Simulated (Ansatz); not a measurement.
Mulliken charges of `[OH][Sn]([Cl])([Cl])[Br]` from PBE/def2-TZVPP in Ansatz (PBE0-D4/def2-TZVP geometry).

| atom | x (Å) | y (Å) | z (Å) | charge (e) |
| --- | --- | --- | --- | --- |
| O1 | -0.648 | 0.385 | 1.415 | -0.441 |
| Sn2 | 0.247 | -0.195 | -0.198 | 1.079 |
| Cl3 | 2.012 | -1.469 | 0.495 | -0.284 |
| Cl4 | -1.178 | -1.466 | -1.477 | -0.290 |
| Br5 | 1.003 | 1.714 | -1.523 | -0.254 |
| H6 | -1.394 | 0.967 | 1.244 | 0.191 |

Question: By hand: the dipole of these point charges (1 e Å = 4.8032 D).

Answer: Σ q r = (-0.199, 0.211, 0.075) e Å, of length 0.300 e Å = 1.44 D.

Question: How does the dipole of the full density compare? (Best estimate.)

Answer: Computed: (-0.195, 0.242, -0.026) e Å, 1.50 D; the point charges give 0.96 times that, at 20° from its direction.

Point charges leave out the atoms' own dipoles, such as those of lone pairs, and Mulliken's split depends on the basis, so the two needn't agree.
